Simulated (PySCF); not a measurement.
Se(Cl)(NH2) (ClH2NSe), SMILES Cl[Se]N. Coordinates come from a B3LYP-D3(BJ)/def2-TZVP optimisation. Other conformers were not sampled.

Computed equilibrium geometry at B3LYP-D3(BJ)/def2-TZVP (PySCF confirms it by a frequency run) as Cartesian coordinates in Å, and its point group (one conformer of several):
point group Cs.
```xyz
5

Se     0.4512    -0.4477     0.0000
Cl    -0.2902     1.6641     0.0000
N     -1.0324    -1.4615     0.0000
H     -1.5903    -1.4199     0.8415
H     -1.5903    -1.4199    -0.8415
```
Charge 0, spin multiplicity 1.
